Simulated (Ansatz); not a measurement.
Species: C4H4BFO, SMILES `Bc1ccc(F)o1` (charge 0, multiplicity 1).

Task: Give a relaxed geometry from B3LYP-D3(BJ)/def2-SVP (Ansatz, an electronic-structure program).

Result: One answer among several that fit: the end point of this relaxation, one of several conformers (outside a Z-matrix the atoms follow the SMILES, hydrogens last).
Cartesian coordinates (Å) in one orientation:
```xyz
11

B     -2.078    -0.460     0.192
C     -0.606    -0.161     0.068
C      0.099     0.932    -0.421
C      1.487     0.675    -0.294
C      1.537    -0.577     0.274
F      2.563    -1.311     0.614
O      0.351    -1.098     0.499
H     -2.857     0.376    -0.193
H     -2.465    -1.500     0.659
H     -0.364     1.828    -0.830
H      2.334     1.297    -0.568
```
